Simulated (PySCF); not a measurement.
# Finite-field polarisability of F (fluorine, neutral)

[He] 2s2 2p5, 2P determinant. Calculation: PySCF 2.14, in aug-cc-pVQZ-DK (6s5p4d3f2g, 80 functions); the spin-free X2C one-electron Hamiltonian (Gaussian nucleus). Frozen: 1s2. Energy changes in a uniform field (μhartree):

| axis | F (au) | HF | MP2 | CCSD | CCSD(T) |
| --- | --- | --- | --- | --- | --- |
| x | 0.0081 | -100.622 | -109.816 | -108.658 | -110.031 |
| x | 0.0162 | -402.578 | -439.392 | -434.757 | -440.260 |
| y | 0.0077 | -99.404 | -111.275 | -109.831 | -111.766 |
| y | 0.0154 | -397.850 | -445.432 | -439.642 | -447.404 |

By symmetry the remaining axis equals y.

Derive α along x at CCSD(T) from the two fields.

With ΔE = −αF²/2 − γF⁴/24, α = −(16 ΔE(F) − ΔE(2F))/(6F²) = 3.354 bohr³.

And the mean polarisability at each level?

The components xx, yy, zz at CCSD(T) are 3.354, 3.769, 3.769, the third axis being equal by symmetry to one of the two computed. Means: HF 3.257, MP2 3.618, CCSD 3.573, CCSD(T) 3.631 bohr³. Reference: 3.74 ± 0.08 bohr³ (recommended; Schwerdtfeger and Nagle, table of static dipole polarizabilities (2023 update)).
